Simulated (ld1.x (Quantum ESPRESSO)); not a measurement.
**tungsten (W): PAW pseudisation with PBE, scalar-relativistic reference atom.**

- Element: tungsten
- Generator: ld1.x (Quantum ESPRESSO) 7.5
- Type: PAW
- Functional: PBE
- Relativity: scalar-relativistic
- Frozen core: [Kr] 4d10 4f14
- Valence charge: 14
- Reference configuration: 5s2 5p6 5d4 6s2 6p0
- Partial waves: 5s (bound): rcut 1.90, rcutus 2.10 bohr; 6s (bound): rcut 1.90, rcutus 2.10 bohr; 5p (bound): rcut 2.00, rcutus 2.15 bohr; 6p (bound, empty): rcut 2.00, rcutus 2.15 bohr; 5d (bound): rcut 1.05, rcutus 1.45 bohr; 5d channel at 0.65 Ry: rcut 1.05, rcutus 1.45 bohr
- Local potential: all-electron potential smoothed inside 2.10 bohr (lloc = -2)
- Core correction: a·sin(br)/r model core, default radius (ld1.x builds one for every PAW set, though the input has nlcc=.false.)
- Augmentation charge: PSQ, inside the norm-conserving radii

All-electron outer shells of the reference configuration (PBE, scalar-relativistic, ld1.x):

```tsv
shell	level (eV)	outermost node (bohr)	outermost maximum (bohr)
4d	-238.43	0.22	0.45
5s	-79.07	0.53	0.96
5p	-43.20	0.57	1.09
4f	-33.21	–	0.43
6s	-5.71	1.28	2.67
5d	-4.48	0.63	1.49
6p	-1.36	1.54	3.75
```

**Question.** Estimate the cutoffs (Ry, on a coarse ladder) from which the occupation-weighted sum of valence levels, in a spherical-Bessel basis at the reference potential, stays within 10 and 1 mRy of its value at 400 Ry.

**Answer.** 40 Ry and 55 Ry.

**Question.** What does a ghost test show?

**Answer.** No extra level below or beside the all-electron valence levels (s, p, d, f tested).

**Question.** Is the overlap operator S = 1 + Σ q|β⟩⟨β| positive definite (Bessel basis up to 400 Ry)?

**Answer.** Yes: its lowest eigenvalue is 0.08 (p channel).

**Question.** Which valence shell sets the plane-wave cutoff?

**Answer.** 5d: its level needs 45 Ry to come within 1 mRy, against 25 Ry for 6s.

Its largest configuration-test error is -18 meV (5s2 5p6 5d3 6s0 6p0). Test run stopped at test 7 of 7 (negative rho).
